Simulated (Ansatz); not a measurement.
Program: Ansatz. Geometries: PBE0-D4/def2-TZVP. ΔE: electronic, gas phase. CCSD(T)/CBS adds triple-zeta CCSD(T) − MP2 to the extrapolated MP2 energy (def2 sets, frozen cores). This one scheme is used for every species. Double bonds are as drawn, so ΔE can hold a change between cis and trans. Functionals use def2-TZVPP. def2 core potentials past Kr. For I outer-core shells are correlated without core-valence functions, which leaves a few kJ/mol of doubt a bond.

Reaction (hydrogenolysis of a C–F bond): `F/C=C(/F)I` + H₂ → `F/C=C\I` + H–F

`F/C=C(/F)I`:

Z-matrix (Å, degrees):
```
C
C 1 1.323
F 1 1.327 2 121.9
H 1 1.083 2 123.0 3 180.0
I 2 2.060 1 124.9 3 -0.0
F 2 1.329 1 119.7 3 -180.0
```

H₂:

Z-matrix (Å, degrees):
```
H
H 1 0.746
```

`F/C=C\I`:

```xyz
6

F    -1.323    1.008    0.482
C    -0.370    0.096    0.630
C     0.444   -0.272   -0.340
I     0.379    0.504   -2.249
H    -0.331   -0.316    1.633
H     1.201   -1.020   -0.157
```

H–F:

Cartesian coordinates in Å:
```
F 0.246 -0.054 0.385
H -0.246 0.054 -0.385
```

**Question.** Is it downhill or uphill in electronic energy at CCSD(T)/CBS, and by how much? (An estimate is asked.)

**Answer.** The calculation gave: Downhill: ΔE = -1.37 eV.

**Question.** What do these levels give: ωB97X-V, ωB97M-V, B2PLYP, r2SCAN, PBE0, CCSD/CBS(def2)? (An estimate is asked.)

**Answer.** Ansatz gave: ωB97X-V -1.19, ωB97M-V -1.22, B2PLYP -1.28, r2SCAN -1.15, PBE0 -1.26, CCSD/CBS(def2) -1.41 eV.

Largest T1 diagnostic among the species: 0.012.

From PBE to PBE0 (25 % exact exchange), in def2-TZVPP and without D4, ΔE moves by −0.12 eV.
